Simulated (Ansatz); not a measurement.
C2H3ClInN (`[CH3][In]([Cl])[C]#N`), one more setting.

```yaml
crystal:
  periodic: [false, false, false]
  atoms:
    - {symbol: C, position_ang: [-0.996225, -1.111311, -0.257184]}
    - {symbol: In, position_ang: [0.647995, 0.117968, 0.305308]}
    - {symbol: Cl, position_ang: [2.370919, -0.617495, 1.599728]}
    - {symbol: C, position_ang: [0.876272, 2.200470, -0.205806]}
    - {symbol: N, position_ang: [1.035612, 3.289999, -0.564307]}
    - {symbol: H, position_ang: [-1.932681, -0.754090, 0.225226]}
    - {symbol: H, position_ang: [-0.818290, -2.159668, 0.057185]}
    - {symbol: H, position_ang: [-1.150284, -1.109765, -1.371007]}
basis:
  gaussian: {orbitals: x2c-TZVPPall}
hamiltonian: {xc: {name: HSE06}, dispersion: d3bj}
```

```sh
$ ansatz run in.yaml --threads 2 --pin off --events-out ev --progress --plain --max-ram 22528MiB --backend cpu
```

It prints (some lines left out):

```
Functional definition: HSE06
1678 factors; their error is unknown
104 factors; integrals over basis functions are off by at most 3.6e-7 eV
mean field evaluation 1: about -176180.9567 eV, gradient 7.1e1 eV
mean field evaluation 2: about -176157.8223 eV, gradient 1.1e2 eV
mean field evaluation 4: about -176192.0304 eV, gradient 1.0e1 eV
mean field evaluation 8: about -176192.2391 eV, gradient 1.9e-1 eV
mean field evaluation 16: about -176192.6569 eV, gradient 8.3e-5 eV
mean field -176192.65693261 eV, -6474.9607146011 hartree, gradient 2.8e-5 eV, S^2 0.000000; 0 other end points of the search recorded, 0 dependent functions left out
reference -176192.65697495 eV, -6474.9607161571 hartree; 44, 44 occupied and 193, 193 virtual orbitals, 1678 factors
Total energy: -176192.79677777 eV, -6474.9658538158 hartree
Relativity: scalar
```

Run time 8.5 s (2 threads of an AMD EPYC 7R13 on a shared host); peak host memory 0.69 GiB.
